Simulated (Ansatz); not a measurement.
Single points on ReO3.

```yaml
crystal:
  periodic: [false, false, false]
  atoms:
    - {symbol: Re, position_ang: [-0.565582, 0.169598, -0.042732]}
    - {symbol: O, position_ang: [1.177566, 0.510899, 0.634500]}
    - {symbol: O, position_ang: [1.192371, 0.280890, -0.798749]}
    - {symbol: O, position_ang: [-1.804356, -0.961387, 0.206971]}
basis:
  gaussian: {orbitals: def2-TZVP, initial_orbitals: start.molden}
magnetization: {spin_polarized: true, initial_magnetization: 1}
hamiltonian: {xc: {name: B2PLYP}}
scf: {omitted_lower_state_checks: [starts]}
```

The file start.molden holds the orbitals of an earlier run on this structure, at another level or in another basis.

```sh
$ ansatz run in.yaml --threads 4 --pin off --events-out ev --progress --plain --max-ram 3916MiB
```

It prints (some lines left out):

```
Functional definition: B2PLYP
986 factors; integrals over basis functions are off by at most 8.4e-4 eV
mean field evaluation 1: about -8252.4051 eV, gradient 6.6e0 eV
mean field evaluation 2: about -8252.6068 eV, gradient 4.0e-1 eV
mean field evaluation 4: about -8252.9281 eV, gradient 6.5e-2 eV
mean field evaluation 8: about -8252.9291 eV, gradient 1.6e-3 eV
mean field -8252.92912058 eV, -303.2895511450 hartree, gradient 6.5e-6 eV, S^2 1.650620; 0 other end points of the search recorded, 0 dependent functions left out
3 core orbitals not correlated: weight in the atoms' cores, before any rotation towards them, 1.000 or more for the frozen orbitals, at most 0.000 for the correlated occupied ones
reference -8252.92925235 eV, -303.2895559875 hartree; 17, 16 occupied and 113, 114 virtual orbitals, 986 factors
second order -38.81332344 eV of doubles, -0.00000000 eV of singles
Total energy: -8263.40884968 eV, -303.6746740860 hartree
Checks for a lower state left out: starts
```

Hardware: 4 threads of Arm Neoverse V1 on a shared host. Wall time 5.5 s.

First input, but with `gaussian: {orbitals: def2-TZVPP, initial_orbitals: start.molden}`, `correlation: {method: ccsd_t}`, `scf: {omitted_lower_state_checks: [starts, cluster_reference]}`, `output: {orbitals: {seedname: orbitals}}` and without the key `hamiltonian` (abridged; 3.9 min):

```
Functional definition: HF
mean field -8220.01020017 eV, -302.0798031330 hartree, gradient 5.0e-6 eV, S^2 1.717026
3 core orbitals not correlated: weight in the atoms' cores, before any rotation towards them, 1.000 or more for the frozen orbitals, at most 0.000 for the correlated occupied ones
second order -32.69879942 eV of doubles, -0.00000000 eV of singles
cycle   1  -29.41913766 eV  change     3.3e0 eV  update   2.8e-1
cycle   2  -31.04105764 eV  change    -1.6e0 eV  update   1.7e-1
cycle   3  -31.39404503 eV  change   -3.5e-1 eV  update   6.4e-2
cycle   4  -31.46314743 eV  change   -6.9e-2 eV  update   3.7e-2
cycle   5  -31.45542089 eV  change    7.7e-3 eV  update   2.3e-2
cycle   6  -31.48738299 eV  change   -3.2e-2 eV  update   1.7e-2
cycle   7  -31.50101087 eV  change   -1.4e-2 eV  update   1.2e-2
cycle   8  -31.51373584 eV  change   -1.3e-2 eV  update   9.7e-3
cycle   9  -31.51761336 eV  change   -3.9e-3 eV  update   7.8e-3
cycle  10  -31.52864769 eV  change   -1.1e-2 eV  update   6.8e-3
[...]
cycle  24  -31.52920316 eV  change    1.4e-4 eV  update   3.2e-4
cycle  25  -31.52945379 eV  change   -2.5e-4 eV  update   2.6e-4
cycle  26  -31.52944174 eV  change    1.2e-5 eV  update   1.9e-4
cycle  27  -31.52962955 eV  change   -1.9e-4 eV  update   1.2e-4
cycle  28  -31.52968717 eV  change   -5.8e-5 eV  update   9.6e-5
cycle  29  -31.52968423 eV  change    2.9e-6 eV  update   6.9e-5
cycle  30  -31.52973836 eV  change   -5.4e-5 eV  update   5.4e-5
cycle  31  -31.52971116 eV  change    2.7e-5 eV  update   3.8e-5
cycle  32  -31.52972356 eV  change   -1.2e-5 eV  update   2.6e-5
cycle  33  -31.52973230 eV  change   -8.7e-6 eV  update   1.9e-5
perturbative correction -1.92566458 eV, -0.0707668682 hartree
WARN: the results are in doubt because among natural orbitals the method converges to other amplitudes
Total energy: -8253.46559705 eV, -303.3092662916 hartree
In doubt: among natural orbitals the method converges to other amplitudes
Checks for a lower state left out: starts, cluster_reference
```

First input, but with `hamiltonian: {xc: pbe0, dispersion: d4}`, `output: {orbitals: {seedname: orbitals}}` (abridged; 6 s):

```
Functional definition: PBE0
mean field evaluation 16: about -8264.3384 eV, gradient 1.6e-5 eV
mean field -8264.33841441 eV, -303.7088349597 hartree, gradient 8.5e-6 eV, S^2 1.605550
Total energy: -8264.40820031 eV, -303.7113995442 hartree
Checks for a lower state left out: starts
```

As the first input, with `hamiltonian: {xc: r2scan, dispersion: d4}`, `output: {orbitals: {seedname: orbitals}}` (abridged; 10 s):

```
Functional definition: r2SCAN
mean field evaluation 16: about -8269.8958 eV, gradient 1.8e-5 eV
mean field -8269.89578756 eV, -303.9130646561 hartree, gradient 1.0e-5 eV, S^2 1.628404
Total energy: -8269.91354049 eV, -303.9137170643 hartree
Checks for a lower state left out: starts
```

The first input with `hamiltonian: {xc: pbe, dispersion: d4}`, `output: {forces: true, orbitals: {seedname: orbitals}}` (abridged; 2.4 s):

```
Functional definition: PBE
mean field evaluation 16: about -8267.1099 eV, gradient 5.7e-6 eV
mean field -8267.10993767 eV, -303.8106865611 hartree, gradient 2.7e-6 eV, S^2 1.498065
Total energy: -8267.19317818 eV, -303.8137455932 hartree
Atom 0 force    -0.917755     0.838444    -0.265488 eV/Å
Atom 1 force     0.513783    -0.133997     0.085459 eV/Å
Atom 2 force     0.412867    -0.136052     0.035920 eV/Å
Atom 3 force    -0.008894    -0.568395     0.144109 eV/Å
Dipole moment:    -0.126247     0.261881    -0.081344 e Å
Checks for a lower state left out: starts
```

First input, but with `hamiltonian: {xc: {name: PBE-QIDH}}` (abridged; 6 s):

```
Functional definition: PBE-QIDH
mean field evaluation 16: about -8247.5545 eV, gradient 2.3e-6 eV
mean field -8247.55447895 eV, -303.0920367082 hartree, gradient 2.6e-6 eV, S^2 1.673494
3 core orbitals not correlated: weight in the atoms' cores, before any rotation towards them, 1.000 or more for the frozen orbitals, at most 0.000 for the correlated occupied ones
second order -35.19205990 eV of doubles, -0.00000000 eV of singles
Total energy: -8259.28517636 eV, -303.5231318868 hartree
Checks for a lower state left out: starts
```

Geometry: r2SCAN-D4/def2-TZVP.

In the def2 sets Re takes a core potential; there is no spin–orbit coupling. Correlated methods freeze 3 core orbitals; core or outer-core shells of Re are correlated, in sets that lack core-valence functions. The structure holds one bond between oxygen atoms, so isomers without such links may lie far lower. At B2PLYP/def2-TZVP, CCSD(T)/def2-TZVPP, PBE0-D4/def2-TZVP, r2SCAN-D4/def2-TZVP and others the charge 0 doublet is spin-contaminated (final ⟨S²⟩ up to 1.72, 0.75 for a pure state). At CCSD(T)/def2-TZVPP the program marks the result for the charge 0 doublet as doubtful (other amplitudes). At CCSD(T)/def2-TZVPP T1 of the charge 0 doublet is large (up to 0.060), so the single-reference result is doubtful. Another isomer (quartet) lies 0.53 eV lower at PBE0-D4/def2-TZVP; other spin states weren't run for this one.
